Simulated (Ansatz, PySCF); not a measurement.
Gas-phase reaction R1 + R2 → P1 + P2, each structure at its B3LYP-D3(BJ)/def2-TZVP stationary point, reached from a drawn start (curvature not checked).
R1: ILi (SMILES [Li][I]), charge 0, multiplicity 1.
R2: CsF (SMILES [F][Cs]), charge 0, multiplicity 1.
P1: FLi (SMILES [Li][F]), charge 0, multiplicity 1.
P2: CsI (SMILES [I][Cs]), charge 0, multiplicity 1.

P less R. No zero-point or thermal terms; no spin–orbit coupling.

The values were computed with Ansatz (a quantum-chemistry and plane-wave program) with Gaussian orbitals; PySCF for the D3/D4 terms. Each number belongs to the level named beside it. Elements past Kr take the def2 small-core potentials, without spin–orbit coupling.

Problem. One of these levels gives -0.644 eV for the reaction energy. Which one is it?
A. BLYP-D3(BJ)/def2-TZVPP
B. PBE/def2-TZVPP
C. B97M-V/def2-TZVPP
D. BHLYP-D4/def2-TZVPP

Solution. D, BHLYP-D4/def2-TZVPP. The others give -0.476 (PBE/def2-TZVPP), -0.519 (BLYP-D3(BJ)/def2-TZVPP), -0.576 (B97M-V/def2-TZVPP)
